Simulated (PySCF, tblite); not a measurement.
Isomers of C7H8OSi. Computed with GFN2-xTB (tblite): harmonic, unscaled wavenumbers at the GFN2-xTB geometry, gas phase. Against measured fundamentals such values can be off by several per cent, at times by over 20. Modes of hydrogen on silicon can be 10 to 20 % off. One conformer each.

Electronic energies: PBE0/pcSseg-1 single points on the GFN2-xTB geometries (PySCF, gas phase).

```tsv
SMILES	electronic energy, lowest = 0 (kJ/mol)
C[C@@H]1[SiH2]C=C1C#CC=O	116.1
C#CC1=CCC(=C)O[SiH2]1	0.0
C=C1C(=C)C(C=O)=C1[SiH3]	86.7
```

How do GFN2-xTB zero-point energies change the relative energies?

```csv
SMILES,ZPE (kJ/mol),of it from modes above 1550 cm⁻¹,electronic (kJ/mol),"with ZPE, lowest = 0 (kJ/mol)",lowest mode (cm⁻¹),rings
C#CC1=CCC(=C)O[SiH2]1,317.1,172.3,0.0,0.0,58,1
C=C1C(=C)C(C=O)=C1[SiH3],305.8,163.0,86.7,75.4,61,1
C[C@@H]1[SiH2]C=C1C#CC=O,313.5,167.1,116.1,112.5,14,1
```

The zero-point energies span 11.3 kJ/mol, from `C=C1C(=C)C(C=O)=C1[SiH3]` to `C#CC1=CCC(=C)O[SiH2]1`. The order is unchanged.

And how do the electronic energies of GFN2-xTB itself compare?

`C#CC1=CCC(=C)O[SiH2]1` 0.0; `C=C1C(=C)C(C=O)=C1[SiH3]` 166.8; `C[C@@H]1[SiH2]C=C1C#CC=O` 215.0 kJ/mol, lowest = 0. Against the energies above, taken from the same isomer `C#CC1=CCC(=C)O[SiH2]1`, the largest difference is 98.9 kJ/mol.
